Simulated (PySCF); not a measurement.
## How strongly Sn binds etchant and ambient atoms

r²SCAN in PySCF with def2-TZVPP on every atom (core potentials on Sn), for the lowest determinant that a PBE0 search found; no spin–orbit coupling. D0 is De less the harmonic zero-point energy.

| X | state of SnX | D0(SnX) (eV) | D0(X₂) (eV) |
| --- | --- | --- | --- |
| Cl | doublet (π ↑) | 4.01 | 2.54 |
| Br | doublet (π ↑) | 3.65 | 2.28 |
| O | singlet (closed shell) | 5.60 | 5.53 |

Q: Give the energy of Sn + X₂ → SnX + X at 0 K for each X.

A: Cl: 2.54 − 4.01 = -1.47 eV; Br: 2.28 − 3.65 = -1.37 eV; O: 5.53 − 5.60 = -0.07 eV (r²SCAN/def2-TZVPP; negative means exothermic).

Q: Does an atom of O displace Cl from SnCl?

A: SnCl + O → SnO + Cl has ΔE = 4.01 − 5.60 = -1.59 eV at r²SCAN/def2-TZVPP, so it is downhill.

Gas-phase diatomics only hint at surface chemistry, where an atom holds several bonds.

These are scalar-relativistic numbers at best; spin–orbit coupling would shift them, the dissociation energy most. States were picked by a PBE0 search and need not be the measured ground states.
